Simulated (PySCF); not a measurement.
Fine-structure interval of Sb²⁺ by level of theory

Sb²⁺ [Kr] 4d10 5s2 5p1 [5p1/2^1, M_J = 1/2] → Sb²⁺ [Kr] 4d10 5s2 5p1 [5p3/2^1, M_J = 3/2], as a difference of total energies. All numbers are calculated (PySCF 2.14, the two-component X2C-1e Hamiltonian, in x2c-TZVPall-2c). Correlated levels: [Ar] 3d10 frozen; the 6 highest virtual spinors dropped. "Screened" scales the spin-orbit matrix elements by Boettger's factors to mimic the two-electron term; Breit and QED terms are absent.

| method | fine-structure interval (cm⁻¹) |
| --- | --- |
| GHF (screened spin-orbit) | 7289.5 |
| GMP2 (screened spin-orbit) | 6366.3 |
| GHF (bare spin-orbit) | 7547.2 |
